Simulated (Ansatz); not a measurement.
FGaHI, SMILES `[F][GaH][I]`, relaxed with RKS PBE-D4/def2-SVP in Ansatz from a rough embedded geometry. The force threshold is 0.03 eV/Å; the program also tests the step.

Charge 0, multiplicity 1. I takes the def2 core potential.

Start:

```xyz
4

F    -1.704   -0.661   -0.245
Ga   -0.129    0.296    0.084
I     1.673   -0.801   -1.010
H     0.159    1.166    1.171
```

(1) How much energy does the relaxation release, and in how many steps? (An estimate is asked.)

(2) Which bonds change most? (Best estimate.)

(3) Give the relaxed structure. (Best estimate.)

Answers

(1) Computed: 0.51 eV, in 3 steps.

(2) Computed: Ga2–H4 from 1.422 to 1.563 Å; Ga2–I3 from 2.377 to 2.486 Å; F1–Ga2 from 1.872 to 1.767 Å.

(3) Computed: 
```xyz
4

F    -1.686   -0.546   -0.209
Ga   -0.095    0.136    0.144
I     1.779   -0.868   -1.144
H     0.002    1.277    1.208
```
